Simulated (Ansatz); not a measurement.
H5NO2Si2. Total charge 0; spin multiplicity 1. All single points use the PBE0-D4/def2-TZVP geometry. It is one conformer, not always the lowest.

```xyz
10

O     0.565    1.810   -1.323
Si   -0.209    0.431   -0.935
N    -0.775    0.247    0.686
Si    0.221   -1.153    0.868
O     0.773   -0.897   -0.687
H     1.266    2.108   -0.740
H    -1.184    0.261   -2.026
H    -1.468    0.707    1.245
H     1.298   -1.067    1.887
H    -0.487   -2.448    1.024
```

Question: What is the dipole moment at r2SCAN/def2-TZVPP? (Estimate.)

Answer: The calculation gave: 2.39 D, with components (-0.55, 0.93, 2.13) D in this frame, pointing from negative to positive charge.

Question: And with PBE, B3LYP, ωB97M-V? (Best estimate.)

Answer: Computed: PBE 2.34 D, B3LYP 2.43 D, ωB97M-V 2.44 D.

Question: Give the Mulliken charges with r2SCAN, ωB97M-V, B3LYP in def2-TZVPP. (Estimate.)

Answer: The calculation gave: 
| atom | r2SCAN | ωB97M-V | B3LYP |
| --- | --- | --- | --- |
| O1 | -0.40 | -0.37 | -0.38 |
| Si2 | 0.71 | 0.62 | 0.67 |
| N3 | -0.48 | -0.41 | -0.43 |
| Si4 | 0.61 | 0.50 | 0.57 |
| O5 | -0.49 | -0.47 | -0.48 |
| H6 | 0.20 | 0.18 | 0.19 |
| H7 | -0.09 | -0.04 | -0.09 |
| H8 | 0.13 | 0.09 | 0.12 |
| H9 | -0.10 | -0.05 | -0.09 |
| H10 | -0.09 | -0.04 | -0.09 |

B3LYP here is the variant with VWN-RPA as its local correlation; programs differ in this.
